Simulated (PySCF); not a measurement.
**Excitation energy of P by level of theory**

P [Ne] 3s2 3p3 (4S) → P [Ne] 3s1 3p3 4s1 (6S), as a difference of total energies. Calculation: PySCF 2.14, in aug-cc-pVDZ-DK (5s4p2d, 27 functions); scalar relativity by spin-free X2C-1e. Correlated levels: valence: [Ne] frozen. The calculations carry no spin-orbit coupling.

```tsv
method	excitation energy (cm⁻¹)
UHF	87628
MP2 (valence)	96744
SCS-MP2 (valence)	99799
CCSD (valence)	98831
CCSD(T) (valence)	99108
CCSDT (valence)	99172
```

The upper state lies above the first ionisation limit, but in LS coupling its spin forbids autoionisation to the ground ion. A Rydberg-like electron needs more diffuse functions than a valence basis has.

The promoted electron is Rydberg-like, and one or two diffuse shells describe it only roughly, which tends to raise the upper state.
